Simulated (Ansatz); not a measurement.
A structure relaxed at PBE-D4/def2-SVP in Ansatz, charge 0, singlet:

```xyz
8

Ge    0.078   -0.782   -0.725
Si   -0.098    0.968    0.898
H    -1.505    1.485    0.855
H     0.887    2.035    0.521
H     0.226    0.375    2.238
Cl   -0.510   -0.091   -2.701
Cl   -1.195   -2.468   -0.215
Cl    2.117   -1.522   -0.872
```

Give its formula, name or SMILES and point group.

Ge(SiH3)Cl3 (SiGeH₃Cl₃). Point group C3 (tolerance 0.1 Å).

Summarise the bond lengths by kind (pairs closer than 1.2 times the sum of covalent radii, bridged metal pairs left out).

3 × Cl–Ge 2.17 Å; 1 × Ge–Si 2.39 Å; 3 × H–Si 1.50 Å.
